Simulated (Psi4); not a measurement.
trifluoromethane (CHF3), singlet, at a GFN2-xTB geometry.

Psi4 was given this input:
```
memory 2 GB

molecule mol {
0 1
C     0.001846    0.001479    0.337026
H     0.007891    0.006322    1.440843
F     0.027274    1.242683   -0.133867
F     1.061987   -0.646440   -0.131245
F    -1.091368   -0.597932   -0.119665
}

set {
  basis def2-svp
  reference rks
}

energy('pbe0')
print_variables()
```

### Question
What does this run give for the dipole moment, number of basis functions, total energy, nuclear repulsion energy?

### Answer

dipole moment: 1.53 D
number of basis functions: 61
total energy: -337.654085 Ha
nuclear repulsion energy: 134.2770 Eh
